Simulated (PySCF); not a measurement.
C3H3BN2O2.

```xyz
11

B     -0.5667    -0.4060    -0.0992
C     -1.8390    -1.3062    -0.2677
H     -1.5853    -2.3355    -0.5596
H     -2.5653    -0.8861    -0.9773
H     -2.3444    -1.3715     0.7132
N     -0.6082     0.9935    -0.3572
C     -0.7306     2.1567    -0.6045
O     -0.8407     3.2937    -0.8429
N      0.6663    -0.9533     0.3572
C      1.6613    -1.4959     0.7374
O      2.6372    -2.0169     1.1089
```

The structure is a stationary point at PBE0-D3(BJ)/def2-SVP. Other conformers were not sampled.

The numbers are results of PBE/pcSseg-1 (PySCF), not measurements. Non-relativistic, no solvent.

Give the absolute GIAO shielding of each atom: isotropic value and principal components (ppm). (Estimate from the structure and the level; the computed values follow.)


| atom | σ(iso) | σ11 | σ22 | σ33 | span |
|---|---|---|---|---|---|
| B1 | 70.0 | 20.0 | 87.5 | 102.4 | 82.4 |
| C2 | 170.0 | 152.8 | 168.1 | 189.1 | 36.3 |
| H3 | 30.4 | 26.5 | 29.3 | 35.4 | 8.9 |
| H4 | 30.4 | 26.5 | 29.4 | 35.4 | 8.9 |
| H5 | 30.6 | 27.7 | 28.0 | 36.0 | 8.3 |
| N6 | 172.7 | 83.9 | 152.3 | 281.9 | 198.1 |
| C7 | 57.9 | -38.1 | -37.0 | 248.7 | 286.7 |
| O8 | 157.2 | 69.1 | 127.9 | 274.6 | 205.5 |
| N9 | 173.3 | 84.1 | 153.2 | 282.7 | 198.6 |
| C10 | 57.9 | -38.2 | -36.9 | 248.9 | 287.1 |
| O11 | 157.6 | 69.7 | 127.7 | 275.5 | 205.7 |
